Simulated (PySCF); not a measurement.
Structure problem from calculated spectra and properties.

Formula: C3H10ClGaO.

| Quantity | Value |
| --- | --- |
| Valence photoelectron | vertical ionisation energy: 9.09 eV [ΔSCF B3LYP/def2-SVPD] |
| Triplet | lowest triplet excitation (Tamm–Dancoff): 5.12 eV [TDA B3LYP/def2-SVPD] |
| 1H NMR | chemical shifts (computed TMS as zero) by class: 4.40 (2 H), 3.24 (6 H), 2.68 (2 H) ppm [GIAO PBE0/pcSseg-1] |
| Rotational structure | rotational constants A, B, C: 4.412, 0.848, 0.729 GHz [PBE0-D3(BJ)/def2-SVP] |
| Polarisability | 91.5 au [B3LYP/def2-SVPD] |
| XPS | Cl2p3/2 205.3, C1s 290.9, C1s 293.2 (×2), O1s 540.0, Cl1s 2827.9 eV [ΔSCF SCAN, pcX-2 on the ionised atom, pcseg-1 elsewhere, spin-free X2C, 2p3/2 from a spin–orbit splitting computed afterwards within the 2p shell] |
| UV, strongest line | among the 10 lowest singlet transitions: S6 at 6.70 eV (185 nm, f = 0.051) [TDDFT B3LYP/def2-SVPD] |
| 13C NMR | chemical shifts (computed TMS as zero) by class: 61.0 (2 C), 29.2 (1 C) ppm [GIAO PBE0/pcSseg-1] |
| UV, first state | lowest singlet excitation: 5.60 eV (221 nm, f = 0.015) [TDDFT B3LYP/def2-SVPD] |
| Dipole | 6.39 D [B3LYP/def2-SVPD] |

Gas-phase values; electronic properties from PySCF, density fitting. Levels stand in brackets. Isolated species at its PBE0-D3(BJ)/def2-SVP geometry (one conformer only). Relativistic effects, spin–orbit coupling among them, are left out (core-ionisation runs apart) although an element past zinc is present. NMR classes are plain means over equivalent atoms (diastereotopic ones count apart unless rotation or inversion swaps them), as if these changed places fast.

Q: What is the compound? Reason from the data.

A: Numbering: `[CH3:1][O+:2]([CH3:3])[GaH2-:4][CH2:5][Cl:6]`. 3 carbons fall into 2 classes; from least to most shielded: O-methyl carbon [C1/C3] (61.0 ppm, 2 C), sp3 C–Cl carbon [C5] (29.2 ppm). Hydrogen classes from least to most shielded: 2 H on a gallium bonded to C, O and 2 H, Ga4 (4.40 ppm), 6 H on 2 O-methyl carbons, C1/C3 (3.24 ppm, a mean of values up to 0.7 ppm apart in this geometry), 2 H on an sp3 C–Cl carbon, C5 (2.68 ppm). The core levels belong to: Cl2p3/2 205.3 eV, alkyl chlorine [Cl6]; C1s 290.9 eV, sp3 C–Cl carbon [C5]; C1s 293.2 eV, O-methyl carbon [C1/C3]; O1s 540.0 eV, oxygen bonded to 2 C and Ga [O2]; Cl1s 2827.9 eV, alkyl chlorine [Cl6]. One atom of each topological class was ionised and stands for its class. No core level of Ga was computed. S1 is mainly HOMO→LUMO (weight 0.88); the largest Löwdin shares of the orbital it empties are 0.41 on the alkyl chlorine, 0.30 on the sp3 C–Cl carbon and 0.14 on the gallium bonded to C, O and 2 H, of the orbital it fills 0.17 on the gallium bonded to C, O and 2 H, 0.14 on an O-methyl carbon, 0.12 on the alkyl chlorine and 0.10 on an O-methyl carbon. The optimised geometry has point group Cs and is an asymmetric top. Structure: `C[O+](C)[GaH2-][CH2]Cl`. The assignments are read from this structure; whether some other isomer fits the data as well wasn't checked. NMR values of atoms bound to Ga lack the spin–orbit term that these neighbours bring.

The values belong to the conformer `[CH3:1][O+:2]([CH3:3])[GaH2-:4][CH2:5][Cl:6]`: C1–O2–Ga4–C5 0°, O2–Ga4–C5–Cl6 180°.
